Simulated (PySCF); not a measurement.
Spinor energies of Pt³⁺ (platinum, charge +3)

Start: [Xe] 4f14 5d7; 5d3/2 filled at m_j = +1/2, +3/2; 5d5/2 filled at m_j = -3/2, -1/2, +1/2, +3/2, +5/2. Calculated with PySCF 2.14 in x2c-TZVPall-2c (11s11p10d2f, 108 functions): generalised Hartree-Fock with the X2C-1e Hamiltonian and a Gaussian nucleus; spin-orbit coupling (SO) screened by Boettger's factors. This is a chosen level, not necessarily the ground level.

```
spinor shell  electrons  ε, screened SO (eV)  weight of nominal j (screened SO)  rms radius, screened SO (bohr)
       1s1/2          2             -78838.3                              1.000                          0.0194
       2s1/2          2             -14025.4                              1.000                          0.0782
       2p1/2          2             -13421.0                              1.000                          0.0663
       2p3/2          4             -11686.4                              1.000                          0.0741
       3s1/2          2              -3388.1                              1.000                           0.200
       3p1/2          2              -3117.7                              1.000                           0.191
       3p3/2          4              -2730.5                              1.000                           0.207
       3d3/2          4              -2285.4                              1.000                           0.182
       4s1/2          2              -791.46                              1.000                           0.441
       4p1/2          2              -675.68                              1.000                           0.447
       4p3/2          4              -582.12                              1.000                           0.480
       4d3/2          4              -392.20                              1.000                           0.496
       4d5/2          6              -373.91                              1.000                           0.508
       5s1/2          2              -154.91                              1.000                            1.02
       4f5/2          6              -128.59                              0.996                           0.563
       4f7/2          8              -124.94                              0.997                           0.564
       5p1/2          2              -116.85                              0.988                            1.11
       5p3/2          4              -98.651                              0.994                            1.20
       5d3/2          2              -46.638                              0.637                            1.57
       5d5/2          5              -45.508                              0.492                            1.59
```

(1) Where does 3d5/2 lie, and what is the 3d spin-orbit splitting (screened SO)?

```json
{"quantity": "E (hartree)", "screened SO": "-18424.69197"}
{"quantity": "M_J", "screened SO": "9/2"}
{"quantity": "⟨J²⟩", "screened SO": "24.760"}
{"quantity": "⟨L²⟩", "screened SO": "13.320"}
{"quantity": "⟨S²⟩", "screened SO": "3.492"}
```

Each row is a mean over spinors that exchange with the open shell spreads, by up to 8.009 eV (5p3/2).

Rows whose weight is well below 1 are mixtures of j = l ± 1/2: exchange outweighs spin-orbit coupling there, and the label is only the starting occupation.

Breit and QED terms are absent; they matter most for the inner s and p1/2 levels.

Densities and radii are taken from the X2C orbitals without a picture-change correction, which distorts them close to the nucleus.

Results:

(1) At -2202.2 eV, 83.158 eV above 3d3/2.
